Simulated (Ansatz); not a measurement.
F3HOSi (`O[Si](F)(F)F`), relaxed with RKS PBE0-D4/def2-TZVP in the Gaussian-basis code of Ansatz from a PBE-D4/def2-SVP geometry. The force threshold is 0.005 eV/Å; the program also tests the step.

The species carries charge 0 and has multiplicity 1.

Start:

```xyz
6

O    -0.870    0.329    0.923
Si    0.219    0.080   -0.275
F    -0.259   -1.055   -1.317
F     1.661   -0.382    0.281
F     0.394    1.470   -1.059
H    -1.146   -0.442    1.447
```

(1) By how much does the energy fall, and how many steps does the optimiser take? (Estimate.)

(2) Which bonds change most? (Best estimate.)

(3) Give the relaxed structure. (Best estimate.)

Results:

(1) Computed: 2.88 kcal/mol, in 8 steps.

(2) The calculation gave: Si2–F3 from 1.614 to 1.572 Å; Si2–F4 from 1.613 to 1.572 Å; Si2–F5 from 1.606 to 1.565 Å; O1–Si2 from 1.637 to 1.604 Å.

(3) Ansatz gave: 
```xyz
6

O    -0.866    0.304    0.884
Si    0.214    0.076   -0.280
F    -0.238   -1.021   -1.311
F     1.612   -0.377    0.279
F     0.390    1.435   -1.036
H    -1.113   -0.417    1.464
```
